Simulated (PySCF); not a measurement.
C₂H₅AlCl₂O, SMILES [O]([Al]([Cl])[Cl])CC. Atoms are numbered in the order given.

```xyz
11

Al    -0.1058     0.4641     0.1592
Cl     1.2010     0.9441    -1.3984
Cl    -1.4986     1.8656     0.8073
O     -0.0593    -1.0338     0.9125
C      0.5733    -2.2713     0.7427
C      0.2007    -2.9246    -0.5720
H      1.6713    -2.1531     0.8042
H      0.2774    -2.9209     1.5844
H      0.5317    -2.3077    -1.4231
H      0.6738    -3.9138    -0.6688
H     -0.8899    -3.0576    -0.6416
```

Coordinates come from a PBE0-D3(BJ)/def2-SVP optimisation. Other conformers were not sampled.

Method: TDA-PBE/def2-SVPD (PySCF).

Vertical excitations. The molecule is in vacuum.

Task: Give excitation energies, oscillator strengths and character. (An estimate is asked for; the answer gives what the named calculation found.)

Result: 
| state | energy (eV) | λ (nm) | f | main pairs |
|---|---|---|---|---|
| S1 | 5.24 | 236 | 0.011 | HOMO→LUMO 96 % |
| S2 | 5.38 | 230 | 0.009 | HOMO−1→LUMO 97 % |
| S3 | 5.81 | 213 | 0.002 | HOMO→LUMO+1 87 % |
| S4 | 6.21 | 200 | 0.028 | HOMO−2→LUMO 88 % |
| S5 | 6.30 | 197 | 0.076 | HOMO−1→LUMO+1 70 % |
| S6 | 6.37 | 195 | 0.001 | HOMO−3→LUMO 99 % |
| S7 | 6.66 | 186 | 0.068 | HOMO−4→LUMO 95 % |
| S8 | 6.72 | 185 | 0.002 | HOMO−2→LUMO+1 99 % |
| S9 | 6.88 | 180 | 0.082 | HOMO−5→LUMO 97 % |
| S10 | 7.13 | 174 | 0.003 | HOMO→LUMO+2 98 % |
| T1 | 5.03 | 247 | 0 | HOMO→LUMO 96 % |
| T2 | 5.17 | 240 | 0 | HOMO−1→LUMO 96 % |
| T3 | 5.56 | 223 | 0 | HOMO→LUMO+1 67 %, HOMO−1→LUMO+1 32 % |
| T4 | 5.72 | 217 | 0 | HOMO−1→LUMO+1 67 %, HOMO→LUMO+1 32 % |
Triplets are in the Tamm–Dancoff approximation.
